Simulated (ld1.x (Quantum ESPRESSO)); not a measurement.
Which change was made? (Tc, RRKJ)

Tc, norm-conserving RRKJ (Kleinman–Bylander form), made with ld1.x (Quantum ESPRESSO) 7.5 (PBE, scalar-relativistic). Core [Ar] 3d10, reference 4s2 4p6 4d5 5s2 5p0. Waves: 4p (bound): rc 1.50 bohr; 4d (bound): rc 1.25 bohr; 4s (bound): rc 1.90 bohr. Local part: the s channel. Core correction: none. rho0 = 0.02.

Occupied shells without a wave of their own: 5s. They enter only through the test configuration that unscreens the potential.

Cutoffs, loose and tight: the cutoffs (Ry, on a coarse ladder) from which the occupation-weighted sum of valence levels, in a spherical-Bessel basis at the reference potential, stays within 10 and 1 mRy of its value at 400 Ry. They do not see the model core or the augmentation charge, which bear on the density cutoff. Test errors are all-electron minus pseudo excitation energies from the reference, over the configurations 4s2 4p6 4d5 5s1 5p0; 4s2 4p6 4d5 5s0 5p0; 4s2 4p6 4d4 5s0 5p0; 4s2 4p6 4d5 5s0 5p2; 4s2 4p6 4d6 5s0 5p0; 4s2 4p6 4d5 5s0 5p1; 4s2 4p6 4d5 5s1 5p1; variants that change the core or the reference have their own tests.

The base gives: outcome: generated, misses its reference levels by 2.76 eV; bound ghosts: not determined; largest test error (meV): -11940.

On the changes marked as counting shells twice: ld1.x takes every shell without a wave as core, so the model core holds the marked electrons as well and exchange and correlation see them twice. This cancels in the reference configuration, but the file is broken for other ones, and its errors say nothing about a proper core correction.

(1) After one change the result is: outcome: generated; cutoff, loose: 90 Ry; cutoff, tight: 120 Ry; bound ghosts: none; largest test error (meV): +609. Which change was it?
A. type ultrasoft; waves now 4s (bound): rcut 1.65, rcutus 1.90 bohr; 5s (bound): rcut 1.65, rcutus 1.90 bohr; 4p (bound): rc 1.50 bohr; 5p (bound): rc 1.50 bohr; 4d (bound): rcut 1.10, rcutus 1.25 bohr; 4d channel at -0.15 Ry: rcut 1.10, rcutus 1.25 bohr; local potential all-electron potential smoothed inside 1.30 bohr (lloc = -1); augmentation PSQ, inside the norm-conserving radii; rho0 0
B. core correction a·sin(br)/r model core inside 0.48 bohr (5s counted twice)
C. local potential all-electron potential smoothed inside 1.50 bohr (lloc = -1)
D. all radii scaled by about 0.88 (s 1.68, p 1.32, d 1.10 bohr)

## Answers

(1) C. The others give: type ultrasoft; waves now 4s (bound): rcut 1.65, rcutus 1.90 bohr; 5s (bound): rcut 1.65, rcutus 1.90 bohr; 4p (bound): rc 1.50 bohr; 5p (bound): rc 1.50 bohr; 4d (bound): rcut 1.10, rcutus 1.25 bohr; 4d channel at -0.15 Ry: rcut 1.10, rcutus 1.25 bohr; local potential all-electron potential smoothed inside 1.30 bohr (lloc = -1); augmentation PSQ, inside the norm-conserving radii; rho0 0 → outcome: failed: find_q: problem finding q | core correction a·sin(br)/r model core inside 0.48 bohr (5s counted twice) → outcome: generated, misses its reference levels by 2.75 eV; bound ghosts: not determined; largest test error (meV): -12681 | all radii scaled by about 0.88 (s 1.68, p 1.32, d 1.10 bohr) → outcome: generated, misses its reference levels by 1.26 eV; cutoff, loose: 80 Ry; cutoff, tight: 140 Ry; bound ghosts: none; largest test error (meV): -5670.
